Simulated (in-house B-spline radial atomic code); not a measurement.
What moves the levels of Sc ([Ar] 3d1 4s2)? Computed with a B-spline radial code for spherical atoms: Dirac-Hartree-Fock, average of configuration, Fermi nucleus of rms radius 3.5459 fm.

Baseline run (computed): total energy -763.3787 hartree, 1s1/2 at -166.8846 hartree, 4s1/2 at -5.7531 eV with <r> = 3.938 bohr.

Scaling the speed of light c (a factor of 100 is close to the non-relativistic limit):

```csv
c/c0,ΔE (hartree),4s1/2 level (eV),4s1/2 <r> (bohr)
0.95,-0.39872,-5.75702,3.936
0.98,-0.15206,-5.75458,3.937
1.02,0.14307,-5.75166,3.939
1.5,2.0348,-5.73303,3.95
100,3.6439,-5.71711,3.959
```

Changing the nucleus:

```json
{"nucleus": "Gaussian nucleus of rms radius 0.01 fm", "ΔE (eV)": "-0.0392"}
{"nucleus": "Fermi nucleus of rms radius 3.475 fm", "ΔE (eV)": "-0.00153"}
{"nucleus": "Fermi nucleus of rms radius 3.6168 fm", "ΔE (eV)": "0.00156"}
```

A larger nucleus binds the electrons less, roughly as the density at the nucleus times the change of the nuclear <r²>. A radius of 0.01 fm is nearly a point.

Q: The nuclear charge is raised by 0.1. What does the Hellmann-Feynman theorem predict for the energy, and what is found?

A: dE/dZ ≈ -Σ<1/r>, which is -86.4617 at the start and -86.9978 at the end; their mean times 0.1 is -8.673 hartree, and the two runs differ by -8.673 hartree.
